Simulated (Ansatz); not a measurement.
The B1–H2 bond of BBrH2 (SMILES BBr) is stretched (multiplicity 1, the rest rigid).
Geometry at rest (charge 0, multiplicity 1):
```xyz
4

B     -0.84897    -1.29115     0.21121
H     -0.47172    -2.07375     1.01486
H     -1.82647    -1.42146    -0.44310
Br     0.18694     0.28431    -0.04651
```

Frozen-core correlation. Filled d and f shells under p-block atoms count as core.

Codes used: Ansatz (Gaussian basis) for Hartree–Fock, density functionals and correlated methods. 

FIC-MRCISD+Q on CASSCF(2,2)/cc-pVTZ, total energies (hartree):

| R (Å) | CASSCF | MRCISD | weight c² of the reference |
|---|---|---|---|
| 1.183 | -2598.348785 | -2598.607888 | 0.90476 |
| 2.071 | -2598.254054 | -2598.503694 | 0.90354 |
| 3.787 | -2598.194022 | -2598.437221 | 0.90459 |

Add the Davidson correction (E_MRCISD − E_CASSCF)(1 − c²)/c² and give the energies above the first point at the three levels.


Corrections (hartree): -0.027274, -0.026652, -0.025652. Above the first point (kcal/mol):
- R = 2.071 Å: CASSCF 59.4, MRCISD 65.4, with the correction 65.8
- R = 3.787 Å: CASSCF 97.1, MRCISD 107.1, with the correction 108.1

Ansatz is a first-principles code.
